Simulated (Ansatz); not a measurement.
Basis sets compared for the cluster Ag₂F₂ (the lowest singlet isomer of a short search). Charge 0, multiplicity 1. Geometry PBE-D4/def2-TZVP. Ansatz on 4 threads of Arm Neoverse V2 on a shared host; times are rough, and most runs start from earlier orbitals.

```xyz
4

Ag   -0.452    0.789    1.159
Ag    0.452   -0.788   -1.158
F    -1.297    0.558   -0.884
F     1.297   -0.558    0.883
```

In the def2 sets Ag takes a core potential; there is no spin–orbit coupling. The structure comes from a short search, and lower isomers may exist.

Binding counts from free atoms (Ag doublet, F doublet) in the same basis, without a counterpoise term.

```
              level  functions  energy (Eh)  HOMO (eV)  LUMO (eV)  binding per atom (eV)  wall time
    PBE-D4/def2-SVP         90    -493.3012      -5.68      -3.60                   2.25     0.75 s
   PBE-D4/def2-TZVP        142    -493.6255      -5.93      -3.76                   2.18      1.1 s
r2SCAN-D4/def2-TZVP        142    -493.8041      -6.09      -3.44                   2.15      2.5 s
   PBE0-D4/def2-SVP         90    -493.2640      -7.19      -2.61                   2.08      1.2 s
  PBE0-D4/def2-TZVP        142    -493.5838      -7.45      -2.73                   2.03      1.4 s
```

Q: Estimate the rows for PBE-D4/def2-TZVPD, r2SCAN-D4/def2-TZVPD, PBE0-D4/def2-TZVPD.

A: 
```json
{"level": "PBE-D4/def2-TZVPD", "functions": "160", "energy (Eh)": "-493.6302", "HOMO (eV)": "-5.99", "LUMO (eV)": "-3.79", "binding per atom (eV)": "2.19", "wall time": "1.3 s"}
{"level": "r2SCAN-D4/def2-TZVPD", "functions": "160", "energy (Eh)": "-493.8085", "HOMO (eV)": "-6.13", "LUMO (eV)": "-3.45", "binding per atom (eV)": "2.17", "wall time": "2.8 s"}
{"level": "PBE0-D4/def2-TZVPD", "functions": "160", "energy (Eh)": "-493.5883", "HOMO (eV)": "-7.50", "LUMO (eV)": "-2.75", "binding per atom (eV)": "2.05", "wall time": "1.8 s"}
```
